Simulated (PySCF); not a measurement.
# Iron: a sound run and one with changed settings

Sound run: Fe [Ar] 3d6 4s2, Fe+ [Ar] 3d6 4s1. Calculation: PySCF 2.14, in Sapporo-DKH3-DZP-2012; scalar relativity by spin-free X2C-1e. The sound run starts from symmetry-adapted Hartree-Fock orbitals and uses a fine grid where one is needed.

A second run was set up differently.

```tsv
species	method	sound run (hartree)	changed run (hartree)	converged
Fe	UHF	-1271.31688	-1271.31688	yes
Fe	LDA	-1270.04032	-1270.03451	no
Fe	r2SCAN	-1272.55748	-1272.54649	yes
Fe+	UHF	-1271.07925	-1271.07925	yes
Fe+	LDA	-1269.73873	-1269.73150	yes
Fe+	r2SCAN	-1272.27147	-1272.26587	yes
```

Ionisation energy of Fe:

| method | sound run (eV) | changed run (eV) |
| --- | --- | --- |
| UHF | 6.466 | 6.466 |
| r2SCAN | n/a | 7.636 |

Task: What was changed?
A. basis contracted for another Hamiltonian
B. minimal basis
C. all electrons correlated in a valence basis
D. angular grid far too coarse

Result: D. It used 14 angular points. A coarse angular grid integrates products of high-l functions wrongly, so density functionals can shift, and the SCF can exploit the error; Hartree-Fock and MP2 need no grid.
